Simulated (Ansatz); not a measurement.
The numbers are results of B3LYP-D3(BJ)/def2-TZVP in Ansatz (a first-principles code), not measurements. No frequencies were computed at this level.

Ansatz 0.2 input:
```yaml
crystal:
  periodic: [false, false, false]
  atoms:
    - { symbol: Br, position_ang: [2.021391, -0.842913, -0.103547] }
    - { symbol: Al, position_ang: [-0.000704, 0.126461, -0.016392] }
    - { symbol: Br, position_ang: [-1.982455, -0.925215, 0.057597] }
    - { symbol: H, position_ang: [-0.038231, 1.641667, -0.001961] }
basis:
  gaussian: { orbitals: def2-tzvp }
hamiltonian:
  xc: b3lyp
  dispersion: d3bj
relax:
  max_steps: 150
```

Output:

```
Functional definition: B3LYP
1129 factors; their error is unknown
mean field evaluation 1: about -146710.4123 eV, gradient 1.5e1 eV
mean field evaluation 2: about -146710.7307 eV, gradient 1.1e1 eV
mean field evaluation 4: about -146711.0450 eV, gradient 4.0e-1 eV
mean field evaluation 8: about -146711.7425 eV, gradient 4.3e-1 eV
mean field evaluation 16: about -146711.7426 eV, gradient 4.4e-5 eV
mean field -146711.74264671 eV, -5391.5570974757 hartree, gradient 4.4e-5 eV, S^2 0.000000; 0 other end points of the search recorded, 0 dependent functions left out
reference -146711.74288205 eV, -5391.5571061242 hartree; 42, 42 occupied and 97, 97 virtual orbitals, 1129 factors
relax step   1: F+E_penalty+E_count = -146711.93815645 eV  Δ(F+E_penalty+E_count) = +0.000e0 eV  max|allowed force component| = 7.121e-1 eV/Å  Δτ_max = 0.0000 Å  (26 SCF iters, accepted)
these checks for a lower state are left out or cut short: starts, cluster_reference, orbital_swaps, neighbouring_geometries, increment
1129 factors; their error is unknown
mean field -146711.78478056 eV, -5391.5586458661 hartree, gradient 2.3e-5 eV, S^2 0.000000; 0 other end points of the search recorded, 0 dependent functions left out
reference -146711.78501369 eV, -5391.5586544335 hartree; 42, 42 occupied and 97, 97 virtual orbitals, 1129 factors
relax step   2: F+E_penalty+E_count = -146711.98246201 eV  Δ(F+E_penalty+E_count) = -4.431e-2 eV  max|allowed force component| = 1.582e-1 eV/Å  Δτ_max = 0.0880 Å  (29 SCF iters, accepted)
these checks for a lower state are left out or cut short: starts, cluster_reference, orbital_swaps, neighbouring_geometries, increment
1129 factors; their error is unknown
mean field -146711.78570245 eV, -5391.5586797449 hartree, gradient 1.2e-5 eV, S^2 0.000000; 0 other end points of the search recorded, 0 dependent functions left out
reference -146711.78593507 eV, -5391.5586882937 hartree; 42, 42 occupied and 97, 97 virtual orbitals, 1129 factors
relax step   3: F+E_penalty+E_count = -146711.98422490 eV  Δ(F+E_penalty+E_count) = -1.763e-3 eV  max|allowed force component| = 1.106e-2 eV/Å  Δτ_max = 0.0220 Å  (30 SCF iters, accepted)
these checks for a lower state are left out or cut short: starts, cluster_reference, orbital_swaps, neighbouring_geometries, increment
1129 factors; their error is unknown
mean field evaluation 32: about -146711.0882 eV, gradient 1.7e-4 eV
mean field -146711.78581288 eV, -5391.5586838031 hartree, gradient 1.2e-5 eV, S^2 0.000000; 0 other end points of the search recorded, 0 dependent functions left out
reference -146711.78604555 eV, -5391.5586923536 hartree; 42, 42 occupied and 97, 97 virtual orbitals, 1129 factors
relax step   4: F+E_penalty+E_count = -146711.98423965 eV  Δ(F+E_penalty+E_count) = -1.474e-5 eV  max|allowed force component| = 6.988e-4 eV/Å  Δτ_max = 0.0022 Å  (31 SCF iters, accepted)
1129 factors; their error is unknown
mean field -146711.78581288 eV, -5391.5586838031 hartree, gradient 1.2e-5 eV, S^2 0.000000; 1 other end points of the search recorded, 0 dependent functions left out
reference -146711.78604555 eV, -5391.5586923536 hartree; 42, 42 occupied and 97, 97 virtual orbitals, 1129 factors
Total energy: -146711.98447232 eV, -5391.5659844028 hartree
Atom 0 at     1.953162    -0.923080    -0.101738 Å, force    -0.000136    -0.000121     0.000005 eV/Å
Atom 1 at    -0.004016     0.185309    -0.014556 Å, force     0.000074    -0.000527    -0.000008 eV/Å
Atom 2 at    -1.912521    -1.006240     0.053818 Å, force     0.000660     0.000699    -0.000021 eV/Å
Atom 3 at    -0.036624     1.744011    -0.001827 Å, force    -0.000598    -0.000051     0.000024 eV/Å
Dipole moment:    -0.004177     0.191464     0.001571 e Å
```

Cost: roughly 30 core-seconds.
